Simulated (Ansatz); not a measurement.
Gas-phase electronic energies from Ansatz, PBE0-D4/def2-TZVP geometries. CCSD(T)/CBS adds triple-zeta CCSD(T) − MP2 to the extrapolated MP2 energy (def2 sets, frozen cores). DFT in def2-TZVPP. B3LYP here is the variant with VWN-RPA as its local correlation; programs differ in this. For Ga, Ge outer-core shells are correlated without core-valence functions, which leaves a few kJ/mol of doubt a bond. Scalar relativity is left out up to krypton. Each species was taken in one conformer, which may not be the lowest.

Consider the redistribution: `CO[SiH](C)[SiH3]` + `[GaH2][GeH3]` → `CO[SiH](C)[GeH3]` + `[SiH3][GaH2]`.

Task: Is it downhill or uphill in electronic energy at CCSD(T)/CBS, and by how much? (Estimate.)

Result: The calculation gave: Nearly level: ΔE = +0.2 kcal/mol.

Task: What do these levels give: r2SCAN-D4, PBE0-D4, ωB97X-V, B3LYP, MP2/def2-QZVPP, CCSD/CBS(def2)? (Estimate.)

Result: Computed: r2SCAN-D4 0.1, PBE0-D4 0.3, ωB97X-V 0.6, B3LYP 0.8, MP2/def2-QZVPP 0.3, CCSD/CBS(def2) 0.3 kcal/mol.

Largest T1 diagnostic among the species: 0.013.

In def2-TZVPP, CCSD(T) changes the Hartree–Fock value by −1.1 kcal/mol (the triples alone add −0.1 kcal/mol) and MP2 by −1.1 kcal/mol.
